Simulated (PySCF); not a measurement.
The vertical singlet excitations below were computed for one of the candidates. Computed with TDDFT B3LYP/def2-SVPD, vertical, gas phase, core orbitals frozen in the response in PySCF 2.14.0, density-fitted response routines. Geometries: GFN2-xTB, one conformer each.

```csv
state,λ (nm),f
S1,386.8,0.0006
S2,217.1,0.018
S3,214.2,0.0052
S4,202.3,0.0022
S5,199.6,0.0043
S6,196.4,0.0065
S7,191.0,0.0063
S8,181.6,0.082
```

Triplets computed (Tamm–Dancoff): 2.52, 5.50, 5.56 eV.

Problem. Which structure fits? All have the formula C2H8O3Si2.
A. `CC1O[SiH2]O[SiH2]O1`
B. `O=C(C[SiH2]O)O[SiH3]`
C. `O=C[SiH2]OCO[SiH3]`

Solution. C. Its S1, at 3.21 eV, is the lowest among the candidates; the nearest of the others has S1 at 5.78 eV. S1 is HOMO→LUMO (99%). Löwdin shares by element: HOMO oxygen 53% or more, carbon 21% or more, silicon 10% or more, hydrogen 10% or more; LUMO carbon 42% or more, oxygen 34% or more, silicon 12% or more, hydrogen 6% or more. At the same level the other candidates give, for their lowest levels:
- `CC1O[SiH2]O[SiH2]O1`: 185 nm (f 0.021); 178 nm (f 0.017); 166 nm (f 0.000); 163 nm (f 0.005); 162 nm (f 0.001); T1 6.51 eV; HOMO -7.73, LUMO -0.08 eV
- `O=C(C[SiH2]O)O[SiH3]`: 214 nm (f 0.007); 184 nm (f 0.006); 176 nm (f 0.023); 172 nm (f 0.203); 167 nm (f 0.010); T1 5.33 eV; HOMO -8.25, LUMO -0.80 eV

Shape of the structure used: `[O:1]=[CH:2][SiH2:3][O:4][CH2:5][O:6][SiH3:7]`: O1–C2–Si3–O4 -174°, C2–Si3–O4–C5 -179°, Si3–O4–C5–O6 57°, O4–C5–O6–Si7 65°.
